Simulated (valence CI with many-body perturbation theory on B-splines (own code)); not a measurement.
Values are calculated unless marked as measured or tabulated.
# Pd23+: magnetic and hyperfine properties of the levels

Method: valence CI with perturbative core correlation (CI+MBPT): five valence electrons over a frozen Dirac-Fock core [Ar], radial functions for each j: 7 s, 7 p, 8 d, 6 f, 4 g, 1 h, with the one-electron correlation potential Σ1, the two-electron term Σ2, the three-electron term Σ3, Breit, model QED; selected CI, second order for the rest, scaled by the run's own slope (own B-spline code, finite nucleus).

No measured spectrum was set against this ion. As an estimate, terms of the open shell hold to 2 to 4 % of their energy, and close levels can change places. Only levels of the ground parity were solved; by the run's estimate the other parity begins above the list, which can be wrong where configurations are misplaced.

A/g_I is the dipole constant over the nuclear g factor μ/I (μ in nuclear magnetons, uniformly magnetised nucleus), B/Q the quadrupole constant per barn. Both hold the static response of the core; the bare values leave it out. Large factors of s and p1/2 electrons are usually good to 5 to 10 %; those of open d and f shells near neutrality can be off by tens of per cent, and small factors of p3/2, d and f electrons come from cancelling terms and can be off by a factor of two or in sign, in half-filled shells by more. B is blank for J = 1/2, where it vanishes, and for nearly pure S terms. Energies count from the lowest level.

Names give the largest LS component (configuration and term), which can be under half, so a name can repeat, a term be missing and a line seem to break the LS rules; names also repeat where a configuration has a term twice. Letters in brackets count levels of one name in rising energy.

| Level | E (eV) | g | A/g_I (MHz) | A/g_I bare | B/Q (MHz/b) | B/Q bare |
| --- | --- | --- | --- | --- | --- | --- |
| 3d5 6S_5/2 | 0.000 | 1.935 | -190 | 596 | 538 | 544 |
| 3d5 4G_5/2 [a] | 10.691 | 1.051 | 6910 | 7000 | 9520 | 9740 |
| 3d5 4G_7/2 | 13.710 | 1.074 | 7730 | 7840 | 7400 | 7570 |
| 3d5 4G_11/2 | 14.127 | 1.225 | 8160 | 8380 | -70.2 | -73.9 |
| 3d5 4P_3/2 | 14.207 | 1.401 | 7120 | 7470 | 7700 | 7880 |
| 3d5 4G_5/2 [b] | 14.635 | 1.055 | 6810 | 6900 | 3680 | 3770 |
| 3d5 4G_9/2 | 14.881 | 1.166 | 7640 | 7810 | 5800 | 5940 |
| 3d5 4P_1/2 | 15.980 | 1.925 | -3130 | -2330 |  |  |
| 3d5 4D_7/2 | 18.061 | 1.311 | 5510 | 5800 | 2470 | 2520 |
| 3d5 4D_5/2 | 19.131 | 1.283 | 7130 | 7390 | -762 | -781 |
| 3d5 4D_1/2 | 20.509 | 0.688 | 17000 | 16800 |  |  |
| 3d5 2I_11/2 | 20.621 | 0.991 | 9350 | 9380 | 995 | 1020 |
| 3d5 4D_3/2 | 21.035 | 1.328 | 8660 | 8950 | -4040 | -4140 |
| 3d5 2F_7/2 [a] | 21.811 | 1.122 | 9230 | 9370 | -9820 | -10000 |
| 3d5 2I_13/2 | 22.411 | 1.074 | 9330 | 9430 | -29.2 | -26.0 |
| 3d5 4F_3/2 | 22.652 | 0.710 | 13200 | 13000 | -861 | -878 |
| 3d5 2G_9/2 [a] | 22.724 | 1.161 | 7600 | 7770 | -448 | -470 |
| 3d5 2F_5/2 [a] | 23.632 | 1.065 | 7810 | 7910 | 1360 | 1400 |
| 3d5 4F_5/2 | 26.061 | 1.081 | 8190 | 8290 | -8490 | -8690 |
| 3d5 2H_9/2 | 26.383 | 1.094 | 8620 | 8740 | 1520 | 1560 |
| 3d5 2G_7/2 [a] | 27.446 | 1.026 | 10500 | 10500 | 266 | 267 |
| 3d5 2D_3/2 [a] | 28.560 | 0.666 | 14300 | 14100 | -1330 | -1350 |
| 3d5 2F_5/2 [b] | 28.934 | 0.996 | 7640 | 7690 | 2880 | 2950 |
| 3d5 2F_7/2 [b] | 28.991 | 1.090 | 8890 | 9000 | -4460 | -4570 |
| 3d5 2H_11/2 | 30.946 | 1.062 | 9140 | 9230 | -981 | -995 |
| 3d5 2F_7/2 [c] | 31.077 | 1.154 | 8330 | 8490 | -5410 | -5540 |
| 3d5 2G_9/2 [b] | 31.626 | 1.092 | 8440 | 8560 | 1300 | 1330 |
| 3d5 2S_1/2 | 31.748 | 1.953 | -1740 | -936 |  |  |
| 3d5 2D_5/2 [a] | 34.141 | 1.067 | 8380 | 8480 | 649 | 674 |
| 3d5 2D_3/2 [b] | 35.401 | 0.818 | 10800 | 10700 | -5510 | -5650 |
| 3d5 2D_5/2 [b] | 38.071 | 1.130 | 7340 | 7490 | -4080 | -4170 |
| 3d5 2G_9/2 [c] | 39.407 | 1.108 | 8310 | 8440 | -8170 | -8360 |
| 3d5 2G_7/2 [b] | 40.657 | 0.915 | 10900 | 10900 | 9520 | 9750 |
| 3d5 2P_3/2 | 45.519 | 1.240 | 7960 | 8190 | -8550 | -8760 |
| 3d5 2P_1/2 | 47.839 | 0.757 | 695 | 581 |  |  |
| 3d5 2D_5/2 [c] | 51.397 | 1.194 | 6530 | 6730 | -5330 | -5450 |
| 3d5 2D_3/2 [c] | 52.955 | 0.879 | 14500 | 14400 | 12600 | 12900 |

(1) Take the isotope of mass number 105, with I = 5/2, μ = -0.642 μN and Q = 0.66 b. What is the hyperfine structure of 3d5 4G_7/2?

## Answers

(1) From the table A = -1990 MHz, B = 4880 MHz. Shifts from the centre of gravity in MHz: F = 1: 25000, F = 2: 19600, F = 3: 12100, F = 4: 3010, F = 5: -6760, F = 6: -16200.
